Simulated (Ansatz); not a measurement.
Reaction (formal hydrolysis of the Si–S bond): `O[SiH2][SiH](F)S` + H₂O → `O[SiH2][SiH](O)F` + H₂S

Computed with Ansatz on PBE0-D4/def2-TZVP structures; ΔE is electronic, products minus reactants. CCSD(T)/CBS adds triple-zeta CCSD(T) − MP2 to the extrapolated MP2 energy (def2 sets, frozen cores). This one scheme is used for every species. Functionals use def2-TZVPP. B3LYP here is the variant with VWN-RPA as its local correlation; programs differ in this. One conformer a species, not always the lowest.

(1) Is it downhill or uphill in electronic energy at CCSD(T)/CBS, and by how much? (Best estimate.)

(2) What do these levels give: r2SCAN-D4, B3LYP-D4, ωB97M-V, r2SCAN, PBE0, B3LYP, HF/def2-TZVPP, MP2/def2-TZVPP, CCSD(T)/def2-TZVPP, MP2/def2-QZVPP, HF/CBS(def2), CCSD/CBS(def2)? (Estimate.)

Largest T1 diagnostic among the species: 0.012.

Results:

(1) The calculation gave: Downhill: ΔE = -9.5 kcal/mol.

(2) Computed: r2SCAN-D4 -9.5, B3LYP-D4 -10.3, ωB97M-V -10.5, r2SCAN -9.7, PBE0 -8.4, B3LYP -11.6, HF/def2-TZVPP -14.3, MP2/def2-TZVPP -10.0, CCSD(T)/def2-TZVPP -10.8, MP2/def2-QZVPP -9.3, HF/CBS(def2) -14.5, CCSD/CBS(def2) -10.2 kcal/mol.

In def2-TZVPP, CCSD(T) changes the Hartree–Fock value by +3.5 kcal/mol (the triples alone add +0.8 kcal/mol) and MP2 by +4.4 kcal/mol. The D4 term adds +1.3 kcal/mol with B3LYP and +0.7 kcal/mol with PBE0; it sums over pairs of atoms, weighted by their polarisabilities, and B3LYP, whose exchange is more repulsive, gets the larger term.
